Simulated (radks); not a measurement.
Problem. All-electron atom: As+ in [Ar] 3d10 4s2 4p2. Calculated with a radial shooting solver on a logarithmic mesh with Libxc functionals: Dirac Kohn-Sham, LDA (Slater exchange, Perdew-Wang correlation), spin-unpolarised, spherical densities, point nucleus; open shells fill j = l - 1/2 first. Some entries of the table are withheld. Estimate them.

orbital  occ.  eigenvalue (eV)  <1/r> (bohr^-1)
1s1/2       2        -11704.80            33.42
2s1/2       2        -1493.350            7.404
2p1/2       2        -1336.636            7.375
2p3/2       4        -1300.147            7.161
3s1/2       2        -199.0554            2.392
3p1/2       2        -146.3922              (1)
3p3/2       4        -141.3557              (2)
3d3/2       4         -50.9222            1.918
3d5/2       6         -50.1909            1.904
4s1/2       2         -23.4900           0.7062
4p1/2       2         -13.6821              (3)
4p3/2       0         -13.3383              (4)

Solution. 
(1) 3p1/2 <1/r> (bohr^-1): 2.271
(2) 3p3/2 <1/r> (bohr^-1): 2.219
(3) 4p1/2 <1/r> (bohr^-1): 0.5724
(4) 4p3/2 <1/r> (bohr^-1): 0.5617
